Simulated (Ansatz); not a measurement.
Job for Ansatz (a quantum-chemistry and plane-wave program): U-CCSD(T)/cc-pV(D+d)Z on BH5OSi (SMILES BO[SiH3]), a point of a bond scan (R = 2.585 Å). Files ending in .json are basis or fitting sets from the Basis Set Exchange.

Ansatz 0.2 input:
```yaml
crystal:
  periodic: [false, false, false]
  atoms:
    - {symbol: B, position_ang: [-0.35530603, 0.16770934, 1.74610802]}
    - {symbol: H, position_ang: [-1.12197553, 0.72282709, 2.47443685]}
    - {symbol: H, position_ang: [0.51570290, -0.54223566, 2.16560005]}
    - {symbol: O, position_ang: [-0.48933143, 0.35730853, 0.41765439]}
    - {symbol: Si, position_ang: [0.33065961, -0.20123129, -0.91475675]}
    - {symbol: H, position_ang: [1.26162958, 1.84531685, -2.18961155]}
    - {symbol: H, position_ang: [-0.62978211, -0.93425439, -1.76420217]}
    - {symbol: H, position_ang: [1.43535929, -1.09433874, -0.49777027]}
basis:
  gaussian:
    orbitals: cc-pV_D+d_Z.json
correlation: {method: ccsd_t, electrons: outside_noble_gas}
scf: {omitted_lower_state_checks: [cluster_reference]}
magnetization: {spin_polarized: true, initial_magnetization: 0}
```

It printed:

```
WARN ansatz: RAYON_NUM_THREADS=2 ignored (pool sized by the plan → 2); use --threads N
Functional definition: HF
these checks for a lower state are left out or cut short: cluster_reference
integrals: 0.09 GiB planned
728 factors; integrals over basis functions are off by at most 8.6e-4 eV
mean field: 0.23 GiB planned
mean field evaluation 1: about -10646.4440 eV, gradient 2.1e1 eV
mean field evaluation 2: about -10646.5056 eV, gradient 2.1e1 eV
mean field evaluation 4: about -10648.7164 eV, gradient 2.1e0 eV
mean field evaluation 8: about -10648.7527 eV, gradient 6.2e-2 eV
mean field evaluation 16: about -10649.3430 eV, gradient 2.0e-1 eV
mean field evaluation 32: about -10649.3435 eV, gradient 3.7e-2 eV
mean field -10649.34351352 eV, -391.3561557374 hartree, gradient 1.8e-6 eV, S^2 0.671756; 3 other end points of the search recorded, 0 dependent functions left out
7 core orbitals not correlated
reference -10649.34351352 eV, -391.3561557374 hartree; 9, 9 occupied and 60, 60 virtual orbitals, 728 factors
second order -9.69577231 eV of doubles, -0.00000000 eV of singles
coupled cluster: 0.35 GiB planned
cycle   1  -10.28250831 eV  change   -5.9e-1 eV  update   9.6e-2
cycle   2  -10.66780328 eV  change   -3.9e-1 eV  update   4.4e-2
cycle   3  -10.81568176 eV  change   -1.5e-1 eV  update   3.6e-2
cycle   4  -10.88634329 eV  change   -7.1e-2 eV  update   3.0e-2
cycle   5  -11.04585490 eV  change   -1.6e-1 eV  update   2.3e-2
cycle   6  -11.12104501 eV  change   -7.5e-2 eV  update   1.3e-2
cycle   7  -11.14244616 eV  change   -2.1e-2 eV  update   5.1e-3
cycle   8  -11.14960489 eV  change   -7.2e-3 eV  update   1.6e-3
cycle   9  -11.15035171 eV  change   -7.5e-4 eV  update   6.0e-4
cycle  10  -11.14950196 eV  change    8.5e-4 eV  update   1.9e-4
cycle  11  -11.14962821 eV  change   -1.3e-4 eV  update   8.2e-5
cycle  12  -11.14970381 eV  change   -7.6e-5 eV  update   3.7e-5
cycle  13  -11.14968002 eV  change    2.4e-5 eV  update   1.3e-5
cycle  14  -11.14967923 eV  change    7.9e-7 eV  update   6.4e-6
coupled cluster: 0.35 GiB planned
perturbative correction -0.33306633 eV, -0.0122399619 hartree
Total energy: -10660.82625908 eV, -391.7781388535 hartree
Checks for a lower state left out: cluster_reference
```

Self-consistency was reached. Its determinant has ⟨S²⟩ = 0.67, a mixture of spin states.

Cost: about 10 core-seconds (a rough figure).
